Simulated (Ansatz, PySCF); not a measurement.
This Ansatz (an electronic-structure program) input computes a SVWN5/def2-TZVPD energy:

Ansatz 0.2 input:
```yaml
crystal:
  periodic: [false, false, false]
  atoms:
    - {symbol: C, position_ang: [-0.55982290, -0.38935176, -0.14055642]}
    - {symbol: C, position_ang: [0.69609575, -0.53485567, -0.05058747]}
    - {symbol: O, position_ang: [-0.12653497, 0.88358548, 0.18310703]}
    - {symbol: H, position_ang: [-1.54471547, -0.78451446, -0.32373956]}
    - {symbol: H, position_ang: [1.73935815, -0.73892478, 0.00574662]}
basis:
  gaussian:
    orbitals: def2-TZVPD
hamiltonian:
  xc: {name: SVWN5}
output: {forces: true}
```

Task: Write an input for the same energy in PySCF and say what it gives.

Result: 
```python
from pyscf import gto, scf, dft

mol = gto.M(
    atom='''
    C    -0.55982290   -0.38935176   -0.14055642
    C     0.69609575   -0.53485567   -0.05058747
    O    -0.12653497    0.88358548    0.18310703
    H    -1.54471547   -0.78451446   -0.32373956
    H     1.73935815   -0.73892478    0.00574662
    ''',
    basis='def2-tzvpd',
    charge=0,
    spin=0,
    verbose=4,
)

mf = dft.RKS(mol, xc='svwn').density_fit(auxbasis='def2-universal-jkfit')
mf.grids.level = 3
mf.conv_tol = 1e-9
mf.max_cycle = 100
mf.max_memory = 1500
mf.kernel()
if not mf.converged:
    mf = mf.newton()
    mf.kernel(mf.make_rdm1())
mf.analyze()
```
It gives -151.29163 Eh, and Ansatz -151.29157 Eh, a difference of 0.06 mEh, from the treatment of integrals and grids.
